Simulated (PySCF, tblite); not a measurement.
Isomers of C7H13NSi, one GFN2-xTB conformer each. Single-point energies are computed at PBE0/pcSseg-1 (PySCF, gas phase, no added dispersion term), electronic only.

Question: Rank them by PBE0/pcSseg-1 energy, lowest first (kJ/mol).
A. `[CH3:1][C:2]#[C:3][C@H:4]1[CH2:5][CH2:6][N:7]([SiH3:8])[CH2:9]1` with C3–C4–C5–C6 105°, C4–C5–C6–N7 35°, C5–C6–N7–Si8 157°, C6–N7–C9–C4 33°
B. `[CH:1]#[C:2][C@@:3]([CH3:4])([CH2:5][SiH2:6][CH3:7])[N:8]=[CH2:9]` with C2–C3–C5–Si6 79°, C3–C5–Si6–C7 -162°, C2–C3–N8–C9 116°
C. `[CH2:1]=[CH:2][CH2:3][C:4]1([SiH2:5][N:6]=[CH2:7])[CH2:8][CH2:9]1` with C1–C2–C3–C4 -117°, C2–C3–C4–Si5 65°, C3–C4–Si5–N6 168°, C4–Si5–N6–C7 119°
D. `[H]/[N:1]=[CH:2]\[CH:3]=[C:4]1\[CH2:5][CH2:6][CH2:7][SiH2:8][CH2:9]1` with N1–C2–C3–C4 178°, C3–C4–C5–C6 99°, C4–C5–C6–C7 67°, C5–C6–C7–Si8 -55°, C6–C7–Si8–C9 44°
E. `[CH2:1]=[C:2]([SiH3:3])/[CH:4]=[N:5]\[CH:6]1[CH2:7][CH2:8][CH2:9]1` with C1–C2–C4–N5 -59°, C4–N5–C6–C7 -149°, N5–C6–C7–C8 -129°, C6–C7–C8–C9 13°, C7–C8–C9–C6 -13°, N5–C6–C9–C8 128°
F. `[CH:1]#[C:2][C@:3]([CH3:4])([NH:5][SiH3:6])[C:7](=[CH2:8])[CH3:9]` with C2–C3–N5–Si6 -73°, C2–C3–C7–C8 6°
G. `[CH2:1]=[CH:2]/[C:3]([CH3:4])=[N:5]/[C@H:6]([SiH3:7])[CH:8]=[CH2:9]` with C1–C2–C3–C4 5°, C3–N5–C6–Si7 -95°, N5–C6–C8–C9 -151°

Answer: D (0.0), A (105.9), C (127.6), G (148.4), E (168.5), F (189.3), B (212.7).

As drawn, the lowest has an N–H bond and a C=C bond outside aromatic rings, which the highest lacks; the highest has a C≡C bond, which the lowest lacks. GFN2-xTB itself gives, in the same order: 71.5, 0.0, 144.1, 161.1, 129.7, 133.6, 239.5. GFN2-xTB puts CC#C[C@H]1CCN([SiH3])C1 lowest instead; measured from each level's own lowest isomer, the values differ by up to 105.9 kJ/mol (CC#C[C@H]1CCN([SiH3])C1: 0.0 against 105.9).

Q: Which frontier levels, dipoles and rotational constants go with these structures?

A: 
| SMILES | HOMO (eV, PBE0/pcSseg-1) | LUMO (eV) | dipole (D) | A, B, C (MHz) |
| --- | --- | --- | --- | --- |
| [H]/N=C\C=C1\CCC[SiH2]C1 | -6.80 | -1.06 | 3.92 | 2395, 841.5, 711.9 |
| CC#C[C@H]1CCN([SiH3])C1 | -6.33 | 0.71 | 1.05 | 3461, 595.6, 559.5 |
| C=CCC1([SiH2]N=C)CC1 | -6.87 | -0.76 | 1.29 | 2185, 910.0, 725.7 |
| C=C/C(C)=N/[C@H]([SiH3])C=C | -6.73 | -1.06 | 1.72 | 2308, 712.0, 641.8 |
| C=C([SiH3])/C=N\C1CCC1 | -6.90 | -1.02 | 1.79 | 3217, 644.4, 609.1 |
| C#C[C@](C)(N[SiH3])C(=C)C | -6.97 | 0.21 | 0.91 | 1411, 1317, 1032 |
| C#C[C@@](C)(C[SiH2]C)N=C | -7.30 | -0.56 | 2.25 | 1882, 933.9, 805.4 |

Q: What happens when harmonic zero-point energies from GFN2-xTB frequencies are added?

A: 
```
                     SMILES  ZPE (kJ/mol)  electronic (kJ/mol)  with ZPE (kJ/mol)
   [H]/N=C\C=C1\CCC[SiH2]C1         474.8                  0.0                0.0
    CC#C[C@H]1CCN([SiH3])C1         464.7                105.9               95.8
       C=CCC1([SiH2]N=C)CC1         463.3                127.6              116.1
C=C/C(C)=N/[C@H]([SiH3])C=C         452.4                148.4              126.0
     C=C([SiH3])/C=N\C1CCC1         462.3                168.5              156.0
  C#C[C@](C)(N[SiH3])C(=C)C         454.4                189.3              168.9
   C#C[C@@](C)(C[SiH2]C)N=C         457.1                212.7              195.1
```

The zero-point energies span 22.4 kJ/mol. The order is unchanged.
